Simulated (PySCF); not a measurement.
Isomers of C4H10N2OSi2. Theory: PBE0-D3(BJ)/def2-SVP geometry optimisation, gas phase in PySCF 2.14.0. One conformer each; no zero-point energy, no entropy. No frequencies were run at this level. Point groups hold within 0.08 Å.

**Question.** Rank from lowest to highest electronic energy at this level (kJ/mol).
A. `[NH2:1][Si@H:2]([O:3][SiH3:4])[n:5]1[cH:6][cH:7][cH:8][cH:9]1` with H–N1–Si2–O3 -90° and 68°, N1–Si2–O3–Si4 -48°, N1–Si2–N5–C6 -34°
B. `Cc1cc(on1)N([SiH3])[SiH3]`

**Answer.** A (0.0), B (368.9).

As drawn, the lower has an N–H bond and an Si–O bond, which the higher lacks; the higher has an N–O linkage, which the lower lacks.

```csv
SMILES,E (Eh),E rel (kJ/mol),dipole (D),point group,"A, B, C (MHz)"
N[Si@H](O[SiH3])n1cccc1,-921.22946,0.0,2.74,C1,"1874, 818.3, 627.5"
Cc1cc(N([SiH3])[SiH3])on1,-921.08895,368.9,2.95,–,"2141, 755.4, 567.8"
```

**Question.** How do the relative energies change in single points at PBE0/pcSseg-1 (no added dispersion term) on the same geometries?

**Answer.** 
| SMILES | PBE0-D3(BJ)/def2-SVP (kJ/mol) | PBE0/pcSseg-1 (kJ/mol) | shift |
| --- | --- | --- | --- |
| N[Si@H](O[SiH3])n1cccc1 | 0.0 | 0.0 | 0.0 |
| Cc1cc(N([SiH3])[SiH3])on1 | 368.9 | 376.6 | +7.7 |

Each column counts from its own lowest isomer. The order is unchanged; the largest shift is 7.7 kJ/mol.
